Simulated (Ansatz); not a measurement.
Consider the ligand exchange at the Si–C bond: `N[Si](O)(F)CF` + `BS` → `BS[Si](N)(O)F` + `CF`.

Isolated molecules relaxed with PBE0-D4/def2-TZVP in Ansatz; ΔE leaves out vibrations. CCSD(T)/CBS is the MP2 limit (def2-TZVPP, def2-QZVPP) plus CCSD(T) − MP2 in def2-TZVPP, frozen cores. This one scheme is used for every species. DFT in def2-TZVPP. HSE06 is defined as in plane-wave codes. One conformer a species, not always the lowest.

| level | ΔE (kJ/mol) | difference from CCSD(T)/CBS |
| --- | --- | --- |
| revPBE-D4 | -69.6 | -1.4 |
| B97M-V | -69.5 | -1.3 |
| r2SCANh-D4 | -68.8 | -0.6 |
| B2PLYP | -63.9 | 4.3 |
| PBE-QIDH | -70.6 | -2.4 |
| BLYP | -56.3 | 11.9 |
| r2SCAN0 | -68.6 | -0.4 |
| HSE06 | -66.1 | 2.1 |
| BHLYP | -61.9 | 6.3 |
| CAM-B3LYP | -57.5 | 10.7 |
| RPA@PBE/def2-TZVPP | -60.9 | 7.3 |
| HF/def2-TZVPP | -64.1 | 4.1 |
| CCSD(T)/def2-TZVPP | -65.4 | 2.8 |
| SCS-MP2/def2-QZVPP | -70.1 | -1.9 |
| HF/CBS(def2) | -64.8 | 3.4 |
| CCSD/CBS(def2) | -66.1 | 2.1 |
| CCSD(T)/CBS | -68.2 | 0 |

Largest T1 diagnostic among the species: 0.015.

At CCSD(T), def2-SVP lies +7.0 kJ/mol from the extrapolated value and def2-TZVPP +2.8 kJ/mol. Leaving LDA and LC-ωPBE aside and taking each functional with its dispersion term where it has one, the values, not all of them listed here, spread over 9.2 kJ/mol, from PBE-QIDH to CAM-B3LYP-D4. From BLYP to BHLYP (50 % exact exchange), in def2-TZVPP and without D4, ΔE moves by −5.6 kJ/mol.

CCSD(T)/CBS has its own doubt, a few kJ/mol and more with outer-core shells, so smaller differences from it don't rank the levels.
